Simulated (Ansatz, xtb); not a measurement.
**Relative energy of two isomers of GeH8O2Si2**

Structure I is `[SiH3]O[SiH2][O][GeH3]`, a singlet and structure II is `[SiH3][O][GeH2][O][SiH3]`, a singlet. Both are isolated molecules in the gas phase, relaxed with PBE0-D4/def2-SVP, each in the lowest conformer that the search found.

Q: Estimate E(II) − E(I) at the level CCSD(T)/def2-SVP + ΔMP2/def2-TZVPP.

A: Calculated at CCSD(T)/def2-SVP + ΔMP2/def2-TZVPP: E(II) − E(I) = +0.726 eV, so structure I lies lower.

The same difference at several levels:

```csv
level,geometry,E(II) − E(I) (eV),departure from the last row (eV),"job, with rough time for the two"
PBE0-D4/def2-SVP,PBE0-D4/def2-SVP,+0.653,−0.073,"optimisation, 88 s"
HF/def2-SVP,PBE0-D4/def2-SVP,+0.675,−0.051,part of the CCSD(T) run
MP2/def2-SVP,PBE0-D4/def2-SVP,+0.615,−0.111,part of the CCSD(T) run
CCSD(T)/def2-SVP,PBE0-D4/def2-SVP,+0.611,−0.115,single point
CCSD(T)/def2-SVP + ΔMP2/def2-TZVPP,PBE0-D4/def2-SVP,+0.726,,"single point, 37 s"
```

As drawn, II has 1 Ge–O, 1 Si–H in place of 1 O–Si, 1 Ge–H.

None of the levels shown reverses the order. The largest departure from CCSD(T)/def2-SVP + ΔMP2/def2-TZVPP is that of CCSD(T)/def2-SVP, 0.115 eV. Levels run at GFN2-xTB geometries aren't shown. The last row adds to CCSD(T) the change of the MP2 difference between the two basis sets, here +0.115 eV.

With thermal terms from frequencies at re-optimised GFN2-xTB minima (ideal gas, soft modes damped towards free rotors, one conformer each, 298.15 K, 1 atm): on the last row, ΔE + ΔZPE = +0.698, ΔH = +0.707, ΔG = +0.709 eV.

The correlated steps freeze 21 core orbitals; the filled d shell of Ge is correlated, in a basis made for valence electrons. Run with Ansatz 0.2.0, xtb 6.7.1; the last row on 2 threads of Intel(R) Xeon(R) 6975P-C (Granite Rapids) on a shared host.
